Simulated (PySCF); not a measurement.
Run record: EPR job, `CC[Si@@H](N)[C@H]1[CH]C1` [radical].

Computed with UKS B3LYP, pcH-1 on C H N Si, non-relativistic, mean-field spin-orbit, GIAO (PySCF 2.14.0). Geometry: GFN2-xTB. A driver script takes a list of jobs; this job's settings line and coordinates (Å) are shown.

Command:
```bash
OMP_NUM_THREADS=1 python probes_run.py task.json out
```

Input:
```
{"job": {"kind": "epr", "basis": "pcH-1"}, "charge": 0, "multiplicity": 2}
C     -1.992426     1.319131     0.772222
C     -1.843057     0.041782    -0.044779
Si    -0.160900    -0.806914     0.206460
N     -0.102986    -2.118051    -0.915816
C      1.255505     0.347426    -0.301180
C      1.863598     1.261292     0.650506
C      2.669966     0.121056     0.224634
H     -1.907416     1.105821     1.835457
H     -1.215478     2.031834     0.506585
H     -2.960918     1.785420     0.595723
H     -1.977820     0.277462    -1.100940
H     -2.646141    -0.647026     0.220632
H      0.013757    -1.173377     1.627067
H     -0.875417    -2.763021    -0.953711
H      0.763744    -2.615129    -1.042958
H      1.201042     0.674894    -1.334551
H      1.557610     1.578227     1.624749
H      2.853789    -0.701329     0.909851
H      3.493748     0.289753    -0.457085
```

Task: Give the output.

Result: 
```
UKS, coarse grid
  cycle   1  E = -541.86832760  |g| = 4.72e-01
  cycle   2  E = -541.79389030  |g| = 6.23e-01
  cycle   3  E = -541.97226944  |g| = 5.16e-02
  cycle   4  E = -541.97299183  |g| = 3.46e-02
  cycle   5  E = -541.97355063  |g| = 5.70e-03
  cycle   6  E = -541.97357051  |g| = 1.58e-03
  cycle   7  E = -541.97357214  |g| = 1.20e-03
  cycle   8  E = -541.97357311  |g| = 2.42e-04
UKS, final grid
  cycle   1  E = -541.97356327  |g| = 3.14e-04
  cycle   2  E = -541.97356322  |g| = 4.53e-04
  cycle   3  E = -541.97356332  |g| = 2.66e-05
  cycle   4  E = -541.97356332  |g| = 1.73e-05
E = -541.97356332 Eh   <S^2> = 0.7530 (exact 0.7500)
g shifts (ppm)      1          2          3
  rmc          -144       -144       -144
  gc             12         -7         12
  oz_so          -0        571        708
  total        -132        420        576
hyperfine (MHz)  atom isotope    a_iso     a_fc   dipolar eigenvalues
    0   13C      -0.03      -0.03     -0.29     -0.25      0.54
    1   13C      -0.52      -0.52     -0.27     -0.24      0.51
    2  29Si     -47.55     -47.60     -9.40      4.55      4.86
    3   14N       3.87       3.87     -0.33     -0.29      0.63
    4   13C     -22.13     -22.13     -5.93     -1.45      7.37
    5   13C     289.21     289.29    -75.18    -70.48    145.66
    6   13C     -16.17     -16.18     -3.91     -0.17      4.08
    7    1H       0.15       0.15     -1.05     -1.02      2.07
    8    1H       0.04       0.04     -2.02     -1.86      3.89
    9    1H       0.13       0.13     -0.62     -0.60      1.22
   10    1H       0.02       0.02     -0.94     -0.82      1.75
   11    1H       0.14       0.14     -0.64     -0.56      1.20
   12    1H      -0.07      -0.07     -2.32     -1.59      3.92
   13    1H       6.12       6.12     -0.89     -0.63      1.52
   14    1H       0.06       0.06     -1.44     -0.73      2.17
   15    1H     100.78     100.77     -6.18     -4.61     10.79
   16    1H      -0.99      -1.01    -33.25     -3.71     36.96
   17    1H      42.89      42.89     -4.78     -2.21      7.00
   18    1H      70.59      70.59     -5.85     -4.13      9.99
```

rmc, gc and oz_so are the mass-correction, gauge-correction and orbital-Zeeman/spin–orbit parts of the g shift along its three principal axes; a_iso is the isotropic hyperfine coupling and a_fc its Fermi-contact part. Atoms in this output count from 0.

Task: How far is ⟨S²⟩ from the pure-spin value?

Result: S = 0.5 gives S(S+1) = 0.75; the run has 0.7530, 0.0030 more.

Task: Get g_iso from the total shifts.

Result: Their mean is 288 ppm; added to g_e = 2.002319 it gives 2.00261.

Summary of the converged run: ⟨S²⟩ 0.753; g_iso 2.0026.

Isolated species at its GFN2-xTB geometry (one conformer only).

Task: How long does this job take on one thread of an Intel Xeon Platinum 8259CL at 2.50 GHz, no GPU, shared host? And the peak memory of the process?

Result: About 1.8 min (density and orbital grids were written too), with 1.1 GiB resident at the peak, the Python interpreter and its libraries included.
Labels such as C1 count atoms from 1, the log's own numbers from 0.
